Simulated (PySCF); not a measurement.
B(SiH3)3, H9BSi3, SMILES [SiH3]B([SiH3])[SiH3] at its PBE0/def2-SVP optimised geometry (Å):

```
13

B     -0.1035     0.0028     0.0000
Si    -1.0829     1.7583     0.0000
H     -2.4307     1.7159     0.6503
H     -1.2898     2.0382    -1.4637
H     -0.3063     2.9009     0.5766
Si    -1.1583    -1.7056     0.1088
H     -1.3053    -1.9477     1.5859
H     -0.4840    -2.9009    -0.4879
H     -2.5357    -1.5950    -0.4683
Si     1.9072     0.0028     0.0000
H      2.5357    -1.2135    -0.6043
H      2.2690     0.0326     1.4596
H      2.5062     1.2183    -0.6372
```

Calculation: PySCF 2.14.0 with PBE0/def2-TZVP. Cells within 0.4 Å of a nucleus heavier than hydrogen are left out (blank, or x).

Map of the electrostatic potential (hartree/e), clipped to [-0.08, 0.12] on the plane z = 0.0 Å:

```
|00000000000000000000000000000|
|00000000000000000000000000000|
|00000000000000000000000000000|
|00000000000000000000000000000|
|00000000122223210000000000000|
|00000001357789720000000000000|
|00000002699999931000000000000|
|00000014999999941000000000000|
|00000138999x99972111110000000|
|0000015999xxx9983222332000000|
|00000149999x99974578996200000|
|00000025999999996999999310000|
|00000013799999999999999621000|
|00000001369999x9999x999941000|
|0000000124699xx9999xx99941000|
|00000002479999x9999x999941000|
|00000014999999999999999621000|
|00000259999999986999999310000|
|00000399999x99963468997200000|
|0000039999xx99963222343100000|
|00000159999999952111110000000|
|00000025999999931000000000000|
|00000013799999920000000000000|
|00000001345799510000000000000|
|00000000111233200000000000000|
|00000000000000000000000000000|
|00000000000000000000000000000|
|00000000000000000000000000000|
|00000000000000000000000000000|
```
Scale: ten equal steps from -0.003 (start of '0') to 0.120 (end of '9'), in the order '0123456789'; x runs from -5.00 to 5.00, y from -5.00 (bottom) to 5.00 (top).
